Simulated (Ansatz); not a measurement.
Mulliken charges of ClGaH, SMILES `[Cl][GaH]` radical from PBE/def2-TZVPP in Ansatz (PBE0-D4/def2-TZVP geometry).

```tsv
atom	x (Å)	y (Å)	z (Å)	charge (e)
Cl1	1.531	-0.191	0.806	-0.247
Ga2	-0.331	-0.583	-0.233	0.274
H3	-1.211	0.710	-0.586	-0.027
```

Problem. By hand: the dipole of these point charges (1 e Å = 4.8032 D).

Solution. Σ q r = (-0.436, -0.132, -0.247) e Å, of length 0.518 e Å = 2.49 D.

Problem. How does the dipole of the full density compare? (Best estimate.)

Solution. Ansatz gave: (-0.310, -0.092, -0.175) e Å, 1.77 D; the point charges give 1.41 times that, at 0° from its direction.

Point charges leave out the atoms' own dipoles, such as those of lone pairs, and Mulliken's split depends on the basis, so the two needn't agree.
